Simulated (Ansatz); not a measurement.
PBE exchange is replaced step by step with exact exchange (0 % is PBE, 25 % PBE0; no dispersion term), basis def2-SVP, Ansatz. System: Eu(NH2)3 (EuN₃H₆). Charge 0, multiplicity 7. Geometry: r2SCAN-D4/def2-SVP.

Geometry of the septet:

| atom | x (Å) | y (Å) | z (Å) |
| --- | --- | --- | --- |
| Eu1 | 0.003 | -0.006 | 0.007 |
| N2 | -1.429 | -1.613 | -0.713 |
| H3 | -2.430 | -1.524 | -0.906 |
| H4 | -1.228 | -2.595 | -0.924 |
| N5 | 2.154 | 0.009 | -0.720 |
| H6 | 2.993 | 0.291 | -0.206 |
| H7 | 2.512 | -0.260 | -1.641 |
| N8 | -0.723 | 1.600 | 1.437 |
| H9 | -1.410 | 1.514 | 2.191 |
| H10 | -0.443 | 2.584 | 1.475 |

In the def2 sets Eu takes a core potential; there is no spin–orbit coupling. With an open 4f shell the SCF may have ended on a state above the lowest. At PBE-D4/def2-SVP, PBE with 10 % exact exchange/def2-SVP, PBE with 15 % exact exchange/def2-SVP, PBE0-D4/def2-SVP the charge 0 septet is spin-contaminated (final ⟨S²⟩ up to 12.45, 12.00 for a pure state). No other spin state of charge 0 was run. The geometry of the septet was relaxed on an unsound state (⟨S²⟩ 12.39, where a pure state has 12.00).

HOMO and LUMO are taken over both spins.

```tsv
exact exchange (%)	HOMO (eV)	LUMO (eV)	gap (eV)	⟨S²⟩
0	-4.10	-3.74	0.36	12.447
10	-4.73	-3.58	1.15	12.418
15	-4.99	-3.49	1.50	12.391
25	-5.55	-3.27	2.28	12.296
40	-6.59	-2.32	4.27	12.065
```
